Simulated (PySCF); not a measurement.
Distorted geometries of [Gd(H2O)5]3+

[Gd(H2O)5]3+ (singlet in the valence; each metal's 4f electrons, 7 of them, lie in its core potential, out of spins and levels). PySCF 2.14.0, RKS r2SCAN, Gd lcecp-1-SVP with ECP53, O def2-SVP, H def2-SVP; non-relativistic Hamiltonian with scalar-relativistic core potentials where named; density fitting; no spin-orbit coupling. Relaxed geometry:

```xyz
16

Gd   -0.0259    0.0000    0.0000
O    -0.4676    0.0441    2.3219
H    -0.6276    0.8264    2.8930
H    -0.5534   -0.7120    2.9424
O    -0.4676   -0.0441   -2.3219
H    -0.6277   -0.8264   -2.8930
H    -0.5534    0.7120   -2.9424
O     2.3060   -0.0001    0.0000
H     2.9148   -0.0289   -0.7723
H     2.9148    0.0287    0.7723
O    -0.8433    2.2128   -0.0364
H    -0.3335    3.0528   -0.0098
H    -1.7772    2.5148   -0.0881
O    -0.8435   -2.2127    0.0364
H    -1.7774   -2.5146    0.0881
H    -0.3337   -3.0528    0.0098
```

Order these distorted geometries by energy above the relaxed one, lowest first.
A.
```xyz
16

Gd   -0.0649   -0.0309   -0.0607
O    -0.5330    0.0361    2.3038
H    -0.6213    0.8239    2.9341
H    -0.5380   -0.6422    2.8766
O    -0.4858   -0.0853   -2.4217
H    -0.6716   -0.7477   -2.8965
H    -0.4731    0.7488   -2.9142
O     2.3318   -0.0033    0.0196
H     2.9546   -0.1404   -0.8362
H     2.9699    0.0445    0.8338
O    -0.8706    2.2040    0.0314
H    -0.3572    3.1178    0.0235
H    -1.8548    2.5591   -0.1184
O    -0.8282   -2.2369    0.1840
H    -1.7525   -2.5280    0.0338
H    -0.3015   -3.1194    0.0068
```
B.
```xyz
16

Gd   -0.0145   -0.0046   -0.0342
O    -0.3586    0.0331    2.3504
H    -0.7122    0.9035    2.8217
H    -0.6422   -0.7972    2.8075
O    -0.5443    0.0708   -2.2270
H    -0.7634   -0.8525   -2.7467
H    -0.4127    0.6382   -2.9573
O     2.2722   -0.1076    0.1370
H     3.0071   -0.0350   -0.8056
H     3.0483    0.1504    0.7662
O    -0.7295    2.2675   -0.0331
H    -0.5789    2.9045   -0.0333
H    -1.7937    2.6040    0.0260
O    -0.8996   -2.3407   -0.1017
H    -1.6501   -2.4980   -0.0466
H    -0.3241   -2.9364    0.0768
```
C.
```xyz
16

Gd   -0.0106   -0.2782   -0.0077
O    -0.6439   -0.0727    2.2975
H    -0.4770    0.8005    2.9998
H    -0.5469   -0.7058    2.8486
O    -0.0174   -0.1071   -2.3807
H    -0.7096   -0.9271   -2.9644
H    -0.5463    0.6645   -2.9407
O     2.2843   -0.1558    0.0920
H     2.8499   -0.0247   -1.0096
H     3.0279   -0.0405    0.8605
O    -0.9646    2.5287    0.1067
H    -0.4561    3.2911   -0.0698
H    -1.8158    2.6823   -0.1533
O    -0.8336   -2.1945    0.2183
H    -1.9797   -2.3675   -0.1873
H    -0.2567   -3.0933    0.2902
```

A (1.66 eV), C (5.95 eV), B (10.70 eV).

Which forces (eV/Å) act in the one that lies 10.70 eV up?


```
Gd    0.25   0.10   1.18
O    -1.13   1.76  -0.27
H     0.88  -2.68  -0.52
H     0.05   0.90   0.55
O    -0.87  -4.95  -0.44
H     0.47   2.72   1.51
H     0.25   2.03  -1.97
O     4.94   1.24  -3.30
H    -3.17  -0.55   3.40
H    -1.79  -0.59  -0.31
O   -18.45 -51.97   0.49
H    15.61  53.90  -0.18
H     2.71  -2.25  -0.25
O    15.49  13.46  -3.51
H   -21.13  -5.46   1.61
H     5.88  -7.67   2.02
```
Forces carry noise of the integration grid, about 0.01 to 0.03 eV/Å.

No frequency check is given that shows the relaxed geometry to be a minimum. An lcecp potential fixes the number of 4f electrons, so in runs with it no electron can move into or out of that shell.
